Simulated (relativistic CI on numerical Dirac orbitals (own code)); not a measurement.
V I: q coefficients and field-shift factors

Method of calculation: Dirac-Coulomb-Breit CI, orbitals from a KLI potential per configuration, valence Slater integrals scaled by 0.85, P86 correlation energy added to each configuration, derivatives by finite differences, QED left out (own radial code, finite nucleus).

CI space (outside the closed core [Ar]): 3d³4s², 3d⁴4s, 3d⁴4p, 3d³4s4p, 3d⁵, 3d³4p², 3d³4s5s, 3d²4s²4p. Levels of other configurations are missing.

With x = (α/α₀)² − 1 an excitation energy changes as ω = ω₀ + qx; K = 2q/ω₀ is the relative enhancement. Terms are leading LS components, so labels can repeat. The field-shift factor is F = δν/δ⟨r²⟩ for the transition from the lowest level.

Lowest level 3d³4s² ⁴F3/2.

| Level | ω₀ (cm⁻¹) | q (cm⁻¹) | K | F (GHz/fm²) |
| --- | --- | --- | --- | --- |
| 3d³4s² ⁴F5/2 | 130.8 | 130.4 | 1.99 | 0.000923 |
| 3d³4s² ⁴F7/2 | 308.8 | 305 | 1.98 | 0.00216 |
| 3d³4s² ⁴F9/2 | 530.0 | 517.5 | 1.95 | 0.00367 |
| 3d⁴4s ⁶D1/2 | 5523.6 | 1428 | 0.517 | -0.584 |
| 3d⁴4s ⁶D3/2 | 5562.6 | 1466 | 0.527 | -0.584 |
| 3d⁴4s ⁶D5/2 | 5626.6 | 1529 | 0.544 | -0.583 |
| 3d⁴4s ⁶D7/2 | 5714.6 | 1615 | 0.565 | -0.583 |
| 3d⁴4s ⁶D9/2 | 5824.9 | 1721 | 0.591 | -0.582 |
| 3d³4s² ⁴P1/2 | 10540.3 | 58.15 | 0.011 | 0.0432 |
| 3d³4s² ⁴P3/2 | 10620.9 | 123.8 | 0.0233 | 0.0441 |
| 3d³4s² ⁴P5/2 | 10789.2 | 303.7 | 0.0563 | 0.0459 |
| 3d³4s² ²G7/2 | 11185.1 | 68.73 | 0.0123 | 0.0492 |
| 3d³4s² ²G9/2 | 11379.6 | 246.3 | 0.0433 | 0.0504 |
| 3d³4s4p ⁶G°3/2 | 13183.7 | 144.4 | 0.0219 | -0.194 |
| 3d³4s4p ⁶G°5/2 | 13265.3 | 226.2 | 0.0341 | -0.194 |
| 3d³4s4p ⁶G°7/2 | 13378.8 | 339.6 | 0.0508 | -0.193 |
| 3d⁴4s ⁴D1/2 | 13419.3 | 1703 | 0.254 | -0.747 |
| 3d⁴4s ⁴D3/2 | 13482.3 | 1767 | 0.262 | -0.747 |
| 3d³4s4p ⁶G°9/2 | 13523.4 | 483.5 | 0.0715 | -0.192 |
| 3d⁴4s ⁴D5/2 | 13584.1 | 1868 | 0.275 | -0.746 |
| 3d³4s4p ⁶G°11/2 | 13698.4 | 656.6 | 0.0959 | -0.191 |
| 3d⁴4s ⁴D7/2 | 13721.7 | 2001 | 0.292 | -0.746 |
| 3d³4s4p ⁶G°13/2 | 13902.7 | 857.3 | 0.123 | -0.19 |

Correlation outside the listed configurations is missing or only estimated: errors of thousands of cm⁻¹ between configurations and terms are usual at this charge. Rates and lifetimes follow the computed energies and can be off by large factors. The fine structure of a lone outer electron comes out too small, for d and f at times inverted, and misplaced configurations move strength between like terms.
